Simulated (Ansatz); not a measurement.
Mulliken charges of F$_{2}$HSb, SMILES `[F][SbH][F]` from PBE/def2-TZVPP in Ansatz (PBE0-D4/def2-TZVP geometry).

```csv
atom,x (Å),y (Å),z (Å),charge (e)
F1,1.118,-0.686,0.971,-0.416
Sb2,-0.574,-0.447,0.136,0.954
F3,-0.605,1.446,0.316,-0.416
H4,0.117,-0.374,-1.442,-0.122
```

Problem. By hand: the dipole of these point charges (1 e Å = 4.8032 D).

Solution. Σ q r = (-0.775, -0.697, -0.230) e Å, of length 1.067 e Å = 5.13 D.

Problem. How does the dipole of the full density compare? (Estimate.)

Solution. Computed: (-0.433, -0.418, -0.222) e Å, 3.08 D; the point charges give 1.67 times that, at 8° from its direction.

Point charges leave out the atoms' own dipoles, such as those of lone pairs, and Mulliken's split depends on the basis, so the two needn't agree.
